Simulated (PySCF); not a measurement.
Small edits and their spectra

Starting compound: `[C@@H]1(C#C)C(=O)[SiH2][C@@H]1C`, C$_{6}$H$_{8}$OSi.

¹H NMR (400 MHz, computed): δ 5.23 (m, 1H), 5.09 (m, 1H), 3.95 (m, 1H), 2.15 (m, 1H), 2.13 (d, 1H), 1.65 (d, 3H). ¹³C{¹H} NMR (computed): δ 233.1 (C), 87.4 (CH), 81.7 (C), 63.0 (CH), 18.6 (CH), 17.2 (CH3).

Computational details: GIAO PBE0/pcSseg-1 shieldings, GFN2-xTB geometry, in PySCF 2.14.0 with density-fitted response routines (one averaged value for each set of equivalent atoms, isolated molecule, relativity neglected, a single conformation).

Referencing at the same level of theory: TMS for ¹H, ¹³C. Where no couplings were computed, multiplicities follow the n + 1 count of equivalent neighbours, and m marks all less simple cases (inequivalent or close neighbours, rings, F or P nearby). Shifts are as computed. Against solution values, carbons near 30 ppm lie about +3 ppm off and those near 130 ppm about +5 ppm. Of 1211 compounds with measured shifts, 218 miss one by over three times the rms of a fit or turn the order of signals round; such compounds aren't used in these exercises.

Product 1. ¹H NMR (400 MHz, computed): δ 5.25 (m, 1H), 5.05 (m, 1H), 4.73 (m, 1H), 4.34 (m, 1H), 4.26 (m, 1H), 2.15 (d, 1H), 1.42 (m, 1H), 0.33 (m, 3H). ¹³C{¹H} NMR (computed): δ 239.3 (C), 85.3 (CH), 84.7 (C), 59.3 (CH), 3.0 (CH), -7.6 (CH3).

Product 2. ¹H NMR (400 MHz, computed): δ 5.52 (m, 1H), 5.11 (m, 1H), 4.34 (m, 1H), 2.15 (d, 1H), 1.77 (s, 3H). ¹³C{¹H} NMR (computed): δ 234.1 (C), 129.5 (C), 87.0 (CH), 79.1 (C), 69.5 (CH), 21.4 (CH3), 14.7 (C).

Product 3. ¹H NMR (400 MHz, computed): δ 5.35 (m, 1H), 5.32 (m, 1H), 4.24 (d, 3H), 4.07 (m, 1H), 2.20 (d, 1H), 1.33 (m, 1H). ¹³C{¹H} NMR (computed): δ 232.9 (C), 87.1 (CH), 82.9 (C), 60.7 (CH), 1.6 (CH).

Product 4. ¹H NMR (400 MHz, computed): δ 3.98 (m, 1H), 3.30 (m, 1H), 2.76 (m, 1H), 2.41 (m, 1H), 1.91 (d, 1H), 1.44 (d, 3H). ¹³C{¹H} NMR (computed): δ 208.2 (C), 83.4 (CH), 81.2 (C), 55.6 (CH2), 54.0 (CH), 23.1 (CH), 20.2 (CH3).

Each product comes from one edit: Si replaced by C (`C#C[C@@H]1C(=O)C[C@@H]1C`); SiH2 inserted into a C-C bond (`C#C[C@@H]1C(=O)[SiH2][C@@H]1[SiH2]C`); C replaced by Si (`C#C[C@@H]1C(=O)[SiH2][C@@H]1[SiH3]`); H on C replaced by CN (`C#C[C@@H]1C(=O)[SiH2][C@@]1(C)C#N`). Which is which?

## Answers


- Product 1: SiH2 inserted into a C-C bond, C#C[C@@H]1C(=O)[SiH2][C@@H]1[SiH2]C. δC 84.7: alkyne carbon; sp carbons lie upfield of alkene carbons because the cylindrical π system leaves one tensor component strongly shielded. δH 0.33: hydrogen on a methyl carbon bonded to Si; an electropositive neighbour shields it, as in TMS itself.
- Product 2: H on C replaced by CN, C#C[C@@H]1C(=O)[SiH2][C@@]1(C)C#N. δC 87.0: terminal alkyne carbon; sp carbons lie upfield of alkene carbons because the cylindrical π system leaves one tensor component strongly shielded. δC 79.1: alkyne carbon; sp carbons lie upfield of alkene carbons because the cylindrical π system leaves one tensor component strongly shielded.
- Product 3: C replaced by Si, C#C[C@@H]1C(=O)[SiH2][C@@H]1[SiH3]. δC 82.9: alkyne carbon; sp carbons lie upfield of alkene carbons because the cylindrical π system leaves one tensor component strongly shielded. δC 60.7: sp3 CH α to a carbonyl.
- Product 4: Si replaced by C, C#C[C@@H]1C(=O)C[C@@H]1C. δC 81.2: alkyne carbon; sp carbons lie upfield of alkene carbons because the cylindrical π system leaves one tensor component strongly shielded. δC 54.0: sp3 CH α to a carbonyl; the adjacent C=O deshields it moderately.
